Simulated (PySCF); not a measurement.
## Gas-phase XPS of `COP1(=O)OCCO1`, computed

C3H7O4P.
Numbering: `[CH3:1][O:2][P:3]1(=[O:4])[O:5][CH2:6][CH2:7][O:8]1`

The calculation used PySCF, delta-SCF UKS SCAN, pcX-2 on the ionised atom, pcseg-1 elsewhere, spin-free X2C. Vertical ΔSCF values, vacuum level as zero.

Give the core binding energies atom by atom.

```
atom(s)                bonded to    level  binding energy (eV)  2p1/2 (eV)  above the level's lowest (eV)  count
     P3  O (double bond) and 3 O  P 2p3/2               139.85      140.75                           0.00      1
     C1                O and 3 H     C 1s               292.72           –                           0.00      1
  C6/C7             O, C and 2 H     C 1s               293.13           –                          +0.41      2
     O4          P (double bond)     O 1s               537.04           –                           0.00      1
     O2                  C and P     O 1s               539.16           –                          +2.12      1
  O5/O8                  C and P     O 1s               539.23           –                          +2.19      2
     P3  O (double bond) and 3 O     P 1s              2154.20           –                           0.00      1
```

Lowest listed C 1s: C1, bonded to O and 3 H. Highest, 0.41 eV above it: C6/C7, bonded to O, C and 2 H. Summing the Pauling electronegativity differences to the bonded atoms, each weighted by its formal bond order, gives -0.16 for the lowest site and +0.19 for the highest.

The listed O 1s values span 2.19 eV, from O4 (bonded to P (double bond)) to O5/O8 (bonded to C and P).

Express the binding energy of O 1s of O2 (atom 2) in atomic units and per mole.

539.16 eV = 19.8138 Eh = 52021 kJ/mol.

One atom of each set of topologically equivalent atoms was ionised and stands for the set; in this conformer not all members are related by symmetry, and their own values weren't computed. The 2p values aren't plain energy differences: one relaxed spin-free 2p hole is combined with a matrix within the shell (ground-state 2p orbital-energy differences and spin–orbit coupling). 2p3/2, the mean of its two sublevels, lies a third of the splitting below the shell's mean and 2p1/2 two thirds above it; the statistical areas are 2:1. 2p1/2 minus 2p3/2 (ligand field included): P 0.89 eV. One conformer (not necessarily the lowest) at the PBE0-D3(BJ)/def2-SVP geometry, without solvent, vibrations or thermal averaging.
